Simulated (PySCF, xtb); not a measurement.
B(I)2(OMe) (CH3BI2O), SMILES COB(I)I.

GFN2-xTB run with xtb 6.7.1 at its own geometry gives an orbital gap of 4.80 eV and a dipole moment of 5.78 D.

The structure is a stationary point at r2SCAN-D4/def2-SVP. The def2 effective core potentials stand for the cores of I; spin–orbit coupling is left out. The values are those of a single conformer.

Q: What does PySCF with ωB97X/def2-TZVP give? (The exact figures need the calculation; the answer reports its results.)

A: gap 10.57 eV (levels -9.48 and 1.09 eV), dipole 2.53 D.
